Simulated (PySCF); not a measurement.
Calculated properties of `CC#C/P=C(\C)C(C)C`

Compound: C8H13P.
Numbering: `[CH3:1][C:2]#[C:3]/[P:4]=[C:5](\[CH3:6])[CH:7]([CH3:8])[CH3:9]` (hydrogens: H10, H11, H12 on C1; H13, H14, H15 on C6; H16 on C7; H17, H18, H19 on C8; H20, H21, H22 on C9)

Some functional groups and rings: alkyne.

**GFN2-xTB geometry**

| Quantity | Value |
| --- | --- |
| Point group of the GFN2-xTB geometry | C1 |
| Rotational constants A, B, C of the GFN2-xTB geometry | 3.205, 0.597, 0.566 GHz |

PBE0/pcSseg-1 ground state and GIAO shieldings, non-relativistic (PySCF):

| Quantity | Value |
| --- | --- |
| Dipole moment | 2.03 D |
| HOMO energy | -6.33 eV |
| LUMO energy | -1.40 eV |
| HOMO–LUMO gap | 4.93 eV |
| Lowest Hirshfeld atomic charge | -0.14 e on C3 |
| Highest Hirshfeld atomic charge | +0.08 e on P4 |
| 13C chemical shifts (computed TMS as zero) by class | 238.0 (C5), 122.6 (C2), 88.3 (C3), 43.3 (C7), 25.3 (C8/C9), 23.6 (C6), 6.8 (C1) ppm |
| 1H chemical shifts (computed TMS as zero) by class | 3.04 (H16), 2.70 (H13/H14/H15), 2.32 (H10/H11/H12), 1.17 (H17/H18/H19/H20/H21/H22) ppm |
| Isotropic shieldings of nuclei other than C and H, by class | 143 (P4) ppm |
| Mayer bond orders between heavy atoms | C1–C2 1.19, C2–C3 2.62, C3–P4 1.00, P4–C5 1.70, C5–C6 1.03, C5–C7 1.01, C7–C8 1.01, C7–C9 1.02 |

Monoisotopic mass (most abundant isotopes): 140.0755 u.

The rotational constants make it an asymmetric top with κ = (2B − A − C)/(A − C) = -0.98, nearer the prolate limit (−1). The dipole matches unit charges of opposite sign 0.42 Å apart (1 e·Å = 4.8032 D). With B = h/(8π²I), that is 505.379 GHz u Å² over I, the principal moments of inertia are 157.7, 846.2 and 893.4 u Å² (most abundant isotopes); the inertial defect Ic − Ia − Ib is -110.5 u Å² (zero for a rigid planar frame, negative otherwise).

Isolated species at its GFN2-xTB geometry (one conformer only). GFN2-xTB frequencies show an imaginary mode (28i cm⁻¹), so this geometry is no minimum at that level. NMR classes are plain means over equivalent atoms (diastereotopic ones count apart unless rotation or inversion swaps them), as if these changed places fast; in this geometry the members of some classes differ.

The values belong to the conformer `[CH3:1][C:2]#[C:3]/[P:4]=[C:5](\[CH3:6])[CH:7]([CH3:8])[CH3:9]`: P4–C5–C7–C8 -111°.
